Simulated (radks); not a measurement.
These are the eigenvalues of the occupied orbitals of an atom or ion with whole-number occupations (eV). Calculated with a radial shooting solver on a logarithmic mesh with Libxc functionals: scalar-relativistic Kohn-Sham, r2SCAN, spin-unpolarised, spherical densities, finite nucleus; meta-GGA in the generalised Kohn-Sham scheme; Fermi nuclear charge, rms radius of each element as measured or else 0.836 A^(1/3) + 0.57 fm.

| orbital | eigenvalue |
|---|---|
| 1s | -15075.19 |
| 2s | -2027.727 |
| 2p | -1795.770 |
| 3s | -309.1728 |
| 3p | -233.9117 |
| 3d | -109.9395 |
| 4s | -37.2312 |
| 4p | -20.7035 |
| 6d | -0.4099 |

Which element is it, and in what charge state? The configuration may be excited.

Answer. Z = 37, rubidium, charge 0: Rb in [Kr] 6d1. The list shows which subshells hold electrons but not how many an open one holds; the 1s level, -554 hartree, gives Z - s = 33.3 by -(Z - s)^2/2, which with screening and relativity narrows Z to a few neighbours, and the depths of the outer levels then fix element, charge and occupations together.
